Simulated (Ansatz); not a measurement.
```yaml
crystal:
  periodic: [false, false, false]
  atoms:
    - {symbol: Mg, position_ang: [0.423852, 0.674795, -0.849325]}
    - {symbol: Mg, position_ang: [0.147469, -0.818517, 0.913080]}
    - {symbol: O, position_ang: [1.783078, -0.280520, 0.103570]}
    - {symbol: O, position_ang: [-0.784969, -0.903908, -0.868607]}
    - {symbol: O, position_ang: [-0.644446, 1.063273, 0.810322]}
    - {symbol: H, position_ang: [-0.630607, -1.618089, -1.497940]}
    - {symbol: H, position_ang: [-0.330668, 1.723615, 1.491289]}
basis:
  gaussian: {orbitals: 6-31G, final_grid: {core_spheres: 5, valence_spheres: 4, degree: 11}}
hamiltonian: {xc: {name: B2PLYP}}
scf: {omitted_lower_state_checks: [starts]}
output: {forces: true}
```

```sh
$ ansatz run in.yaml --threads 4 --pin off --events-out ev --progress --plain --max-ram 3916MiB
```

Output, abridged:

```
Functional definition: B2PLYP
561 factors; integrals over basis functions are off by at most 2.3e-4 eV
mean field evaluation 1: about -17031.2863 eV, gradient 8.5e1 eV
mean field evaluation 2: about -17031.2892 eV, gradient 8.5e1 eV
mean field evaluation 4: about -17037.5083 eV, gradient 6.1e1 eV
mean field evaluation 8: about -17045.5876 eV, gradient 2.6e-1 eV
mean field evaluation 16: about -17045.5847 eV, gradient 1.3e-4 eV
mean field -17045.58467312 eV, -626.4136828247 hartree, gradient 1.9e-6 eV, S^2 0.000000; 0 other end points of the search recorded, 0 dependent functions left out
5 core orbitals not correlated: weight in the atoms' cores, before any rotation towards them, 1.000 or more for the frozen orbitals, at most 0.000 for the correlated occupied ones
reference -17045.58484347 eV, -626.4136890851 hartree; 20, 20 occupied and 32, 32 virtual orbitals, 561 factors
second order -15.69760441 eV of doubles, -0.00000000 eV of singles
Total energy: -17049.82319666 eV, -626.5694456920 hartree
Atom 0 at     0.423852     0.674795    -0.849325 Å, force    -0.167946     0.524130    -0.329396 eV/Å
Atom 1 at     0.147469    -0.818517     0.913080 Å, force    -0.497990    -0.216511     0.321099 eV/Å
Atom 2 at     1.783078    -0.280520     0.103570 Å, force     0.388105     0.029672     0.032289 eV/Å
Atom 3 at    -0.784969    -0.903908    -0.868607 Å, force     0.149153     0.019591     0.031979 eV/Å
Atom 4 at    -0.644446     1.063273     0.810322 Å, force     0.761992     0.585676     0.977849 eV/Å
Atom 5 at    -0.630607    -1.618089    -1.497940 Å, force    -0.152655    -0.391231    -0.253432 eV/Å
Atom 6 at    -0.330668     1.723615     1.491289 Å, force    -0.480659    -0.551328    -0.780387 eV/Å
Dipole moment:    -0.395568     0.034970    -0.020342 e Å
Checks for a lower state left out: starts
```

Run time 0.65 s (4 threads of AMD EPYC 9B14 on a shared host).

Correlated methods freeze 5 core orbitals; core or outer-core shells of Mg are correlated, in sets that lack core-valence functions.
